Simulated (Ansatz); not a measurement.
Cartesian coordinates (Å):
```xyz
8

Zr    -0.1096     0.0380    -0.1951
O     -1.0578    -1.4390    -0.9934
H     -1.4487    -2.1246    -1.5510
O     -0.7008     1.7633    -0.8212
H     -0.9300     2.5710    -1.2995
O      1.8067    -0.1747    -0.2141
H      2.7487    -0.2664    -0.4090
H     -0.5841    -0.0068     1.6214
```
Charge 0, multiplicity 1.

Level of theory: frozen-core CCSD(T)/def2-TZVPP // PBE-D3(BJ)/def2-SVP (Ansatz, a program for electronic structure).

```json
{
 "HF energy": "-273.74887 Ha",
 "MP2 correlation energy": "-1.08522 Ha"
}
```

Q: Estimate the CCSD correlation energy, the (T) correction, the total energy and the T1 diagnostic.

A: 
```
Property                         Value
-----------------------  -------------
CCSD correlation energy    -1.08986 Ha
(T) correction             -0.04306 Ha
CCSD(T) total energy     -274.88179 Ha
T1 diagnostic                    0.018
```
